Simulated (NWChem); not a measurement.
SiAsH5O2; SMILES O[SiH](O)[AsH2]

```xyz
9

Si    -0.0040    -1.0258    -0.3755
O      1.4345    -1.5357     0.3306
O     -1.3640    -1.7655     0.2794
As    -0.0195     1.3070     0.0836
H     -0.0751    -1.4162    -1.8232
H      1.6666    -2.4649     0.1515
H     -1.5312    -1.5485     1.2140
H      1.1424     1.5389    -0.8998
H     -1.0659     1.5300    -1.0255
```
Atoms are numbered in this order, from 1.

All runs: NWChem. Pople sets run with spherical d functions. Coordinates come from a PBE-D3(BJ)/def2-SVP optimisation. Ions are spin-unrestricted doublets at the neutral geometry. Hybrids' shares of exact exchange are those that their runs print; pure functionals count as 0. The functionals differ in more than this share.

```csv
row,share of exact exchange,ΔSCF ionisation energy minus −ε(HOMO) (eV)
PBE/6-31G*,0.00,3.02
B3LYP/6-31G*,0.20,withheld
M06-2X/6-31G*,0.54,0.97
Hartree-Fock/6-31G*,1.00,-1.03
```

Q: Fit a straight line of the last column on the one before it, predict the withheld value, and compare with the run.

A: 
1. Means of the 3 shown rows: x = 0.513, y = 0.987. Slope Σ(x − x̄)(y − ȳ)/Σ(x − x̄)² = -2.026/0.5011 = -4.043; intercept 3.062.
2. The shown rows scatter about the line by 0.065 (root mean square); the largest residual is +0.09, at M06-2X/6-31G*.
3. At x = 0.20 (B3LYP/6-31G*; inside the shown range) the line gives 2.25.
4. The run gives 2.38, +0.13 from the line, 2.0 times the scatter. The line crosses zero at a share of 0.76.
